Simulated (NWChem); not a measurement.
Species: CH$_{5}$Bi; SMILES [CH3][BiH2]

def2 effective core potentials on Bi; no spin-orbit coupling.

Question: Give the equilibrium geometry at PBE-D3(BJ)/def2-SVP with def2 effective core potentials on Bi (NWChem) as a list of bonds and angles, with the point group.

Answer: point group Cs; any orientation.
Bond lengths (Å): Bi1–H2 1.819, Bi1–H3 1.819, Bi1–C4 2.306, C4–H5 1.106, C4–H6 1.104, C4–H7 1.106. Bond angles (°): H2–Bi1–H3 89.7, H2–Bi1–C4 92.2, H3–Bi1–C4 92.2, Bi1–C4–H5 108.3, Bi1–C4–H6 110.0, Bi1–C4–H7 108.3, H5–C4–H6 110.3, H5–C4–H7 109.7, H6–C4–H7 110.3.
